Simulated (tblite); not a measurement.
Computed values, GFN2-xTB/tblite, gas phase, harmonic and unscaled. Against measured fundamentals such values can be off by several per cent, at times by over 20. Modes of hydrogen on phosphorus can be 10 to 20 % off. One conformer each. Thermal functions are those of the rigid rotor and harmonic oscillator, without mixing of conformers.

**Question.** Order these by their heat capacity Cp at 200 K, highest first (cal/(mol K)).
A. `CCc1cc[p-]c1C`
B. `C(=C)PCC`
C. `F[C@@H]1CC=CC(=S)C1`
D. `NC(=O)C1C=CC=CC=C1`

**Answer.** D (27.0), A (25.3), C (21.2), B (20.4).

```json
{"SMILES": "NC(=O)C1C=CC=CC=C1", "atoms": "19", "mass (u)": "135.07", "symmetry number": "1", "modes under 300 cm⁻¹": "7", "ZPE (kcal/mol)": "93.5", "S translation (cal/(mol K))": "38.7", "S rotation": "28.2", "S vibration": "15.8", "S": "82.7", "Cp": "27.0"}
{"SMILES": "CCc1cc[p-]c1C", "atoms": "18", "mass (u)": "125.05", "symmetry number": "1", "modes under 300 cm⁻¹": "6", "ZPE (kcal/mol)": "91.9", "S translation (cal/(mol K))": "38.4", "S rotation": "27.6", "S vibration": "14.3", "S": "80.3", "Cp": "25.3"}
{"SMILES": "F[C@@H]1CC=CC(=S)C1", "atoms": "15", "mass (u)": "130.03", "symmetry number": "1", "modes under 300 cm⁻¹": "4", "ZPE (kcal/mol)": "71.3", "S translation (cal/(mol K))": "38.5", "S rotation": "27.8", "S vibration": "9.7", "S": "76.0", "Cp": "21.2"}
{"SMILES": "C=CPCC", "atoms": "14", "mass (u)": "88.04", "symmetry number": "1", "modes under 300 cm⁻¹": "5", "ZPE (kcal/mol)": "72.3", "S translation (cal/(mol K))": "37.4", "S rotation": "25.4", "S vibration": "11.9", "S": "74.7", "Cp": "20.4"}
```

Entropies and Cp are for 200 K and 1 bar.
